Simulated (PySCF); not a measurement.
# Correlation energy of Cu⁺ (copper, charge +1)

[Ar] 3d9 4s1, high-spin 3D determinant (an excited configuration). All numbers are calculated (PySCF 2.14, scalar relativity by spin-free X2C-1e, in ANO-RCC-VTZP). Frozen: [Ar]; 10 electrons correlated.

MP2 pair energies summed by pair of shells (mhartree):

```csv
pair,energy,share (%)
3d-3d,-351.85,93.3
3d-4s,-25.38,6.7
```

Total MP2 correlation energy: -377.23 mhartree.

Same-spin part -141.66 and opposite-spin part -235.56 mhartree; SCS-MP2 scales them by 1/3 and 6/5 to -329.90 mhartree.
